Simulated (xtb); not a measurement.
xtb input (GFN2-xTB):

```bash
xtb mol.xyz --gfn 2 --sp --chrg 0 --uhf 0
```
mol.xyz:
```
4

P      1.23783151    -0.01437663    -0.01218428
P     -1.23783151     0.01437663     0.01218428
O      0.01288731     1.10581896     0.00446246
O     -0.01288731    -1.10581896    -0.00446246
```

End of the output:

```
         :::::::::::::::::::::::::::::::::::::::::::::::::::::
         ::                     SUMMARY                     ::
         :::::::::::::::::::::::::::::::::::::::::::::::::::::
         :: total energy             -13.217908072490 Eh    ::
         :: gradient norm              0.010429157912 Eh/a0 ::
         :: HOMO-LUMO gap              1.621021289520 eV    ::
         ::.................................................::
         :: SCC energy               -13.241861708347 Eh    ::
         :: -> isotropic ES            0.038235422675 Eh    ::
         :: -> anisotropic ES         -0.005987770903 Eh    ::
         :: -> anisotropic XC          0.004227314808 Eh    ::
         :: -> dispersion             -0.003008884145 Eh    ::
         :: repulsion energy           0.023953635857 Eh    ::
         :: add. restraining           0.000000000000 Eh    ::
         :: total charge               0.000000000000 e     ::
         :::::::::::::::::::::::::::::::::::::::::::::::::::::

           -------------------------------------------------
          |                Property Printout                |
           -------------------------------------------------

    * Orbital Energies and Occupations

         #    Occupation            Energy/Eh            Energy/eV
      -------------------------------------------------------------
         1        2.0000           -0.7726709             -21.0254
         2        2.0000           -0.7225339             -19.6611
         3        2.0000           -0.6969714             -18.9656
         4        2.0000           -0.6187692             -16.8376
         5        2.0000           -0.6033616             -16.4183
         6        2.0000           -0.5732694             -15.5995
         7        2.0000           -0.5340596             -14.5325
         8        2.0000           -0.5172103             -14.0740
         9        2.0000           -0.4893369             -13.3155
        10        2.0000           -0.4709802             -12.8160
        11        2.0000           -0.3644934              -9.9184 (HOMO)
        12                         -0.3049220              -8.2973 (LUMO)
        13                         -0.2575629              -7.0086
Note: The following floating-point exceptions are signalling: IEEE_DENORMAL
normal termination of xtb
        14                         -0.1729968              -4.7075
        15                         -0.1415370              -3.8514
        16                         -0.1141235              -3.1055
        17                          0.0029527               0.0803
        18                          0.0899185               2.4468
        19                          0.0954277               2.5967
        20                          0.1027087               2.7948
        21                          0.1127580               3.0683
        22                          0.2133635               5.8059
       ...                                ...                  ...
        26                          0.8247950              22.4438
      -------------------------------------------------------------
                  HL-Gap            0.0595714 Eh            1.6210 eV
             Fermi-level           -0.3347077 Eh           -9.1079 eV

     #   Z          covCN         q      C6AA      α(0)
     1  15 P        2.547     0.313   150.921    22.341
     2  15 P        2.547     0.313   150.921    22.341
     3   8 O        1.614    -0.313    19.258     5.923
     4   8 O        1.614    -0.313    19.258     5.923

 Mol. C6AA /au·bohr⁶  :       1092.218266
 Mol. C8AA /au·bohr⁸  :      48757.620714
 Mol. α(0) /au        :         56.528821

Wiberg/Mayer (AO) data.
largest (>0.10) Wiberg bond orders for each atom

 ---------------------------------------------------------------------------
     #   Z sym  total        # sym  WBO       # sym  WBO       # sym  WBO
 ---------------------------------------------------------------------------
     1  15 P    3.083 --     4 O    1.191     3 O    1.191     2 P    0.700
     2  15 P    3.083 --     3 O    1.191     4 O    1.191     1 P    0.700
     3   8 O    2.465 --     2 P    1.191     1 P    1.191
     4   8 O    2.465 --     1 P    1.191     2 P    1.191
 ---------------------------------------------------------------------------

Topologies differ in total number of bonds
Writing topology from bond orders to xtbtopo.mol

molecular dipole:
                 x           y           z       tot (Debye)
 q only:       -0.000       0.000       0.000
   full:       -0.000       0.000       0.000       0.000
molecular quadrupole (traceless):
                xx          xy          yy          xz          yz          zz
 q only:        4.791      -0.107      -4.445      -0.051      -0.016      -0.346
  q+dip:        2.024      -0.068      -3.809      -0.003      -0.023       1.785
   full:        2.745      -0.065      -2.853      -0.026      -0.012       0.108

           -------------------------------------------------
          | TOTAL ENERGY              -13.217908072490 Eh   |
          | GRADIENT NORM               0.010429157912 Eh/α |
          | HOMO-LUMO GAP               1.621021289520 eV   |
           -------------------------------------------------

------------------------------------------------------------------------
------------------------------------------------------------------------
 total:
 SCF:
```
